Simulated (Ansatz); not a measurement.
Reaction (isomerisation): `FCN[SiH3]` → `NC[SiH2]F`

Isolated molecules relaxed with PBE0-D4/def2-TZVP in Ansatz; ΔE leaves out vibrations. CCSD(T)/CBS adds triple-zeta CCSD(T) − MP2 to the extrapolated MP2 energy (def2 sets, frozen cores). One conformer a species, not always the lowest.

`FCN[SiH3]`:

Cartesian coordinates in Å:
```
F -1.050 -0.228 -1.865
C -0.107 -0.870 -1.051
N -0.239 -0.534 0.306
Si 0.307 0.972 0.969
H -0.253 -1.941 -1.210
H 0.874 -0.564 -1.423
H -0.997 -1.011 0.770
H 0.432 0.793 2.438
H 1.626 1.252 0.348
H -0.592 2.132 0.719
```

`NC[SiH2]F`:

```xyz
10

N     0.563   -1.172   -0.674
C     0.723    0.056    0.104
Si   -1.020    0.624    0.474
F    -1.011    2.098    1.111
H     0.256   -0.968   -1.616
H     1.428   -1.690   -0.743
H     1.205   -0.189    1.055
H     1.335    0.839   -0.367
H    -1.802    0.685   -0.788
H    -1.678   -0.283    1.443
```

```tsv
species	HF/def2-TZVPP energy (Eh)
`FCN[SiH3]`	-484.29307
`NC[SiH2]F`	-484.33664
```

**Question.** Work out ΔE.

**Answer.** ΔE = (-484.33664) − (-484.29307) = -0.04357 Eh = -114.4 kJ/mol. CCSD(T)/CBS gives -125.6 kJ/mol.

Largest T1 diagnostic among the species: 0.011.

From BLYP to BHLYP (50 % exact exchange), in def2-TZVPP and without D4, ΔE moves by −6.0 kJ/mol. Leaving LDA and LC-ωPBE aside and taking each functional with its dispersion term where it has one, the values, not all of them listed here, spread over 10.5 kJ/mol, from PBE-QIDH to revPBE-D4. LDA lies +3.9 kJ/mol from PBE without D4. At CCSD(T), def2-SVP lies +26.4 kJ/mol from the extrapolated value and def2-TZVPP +5.8 kJ/mol.
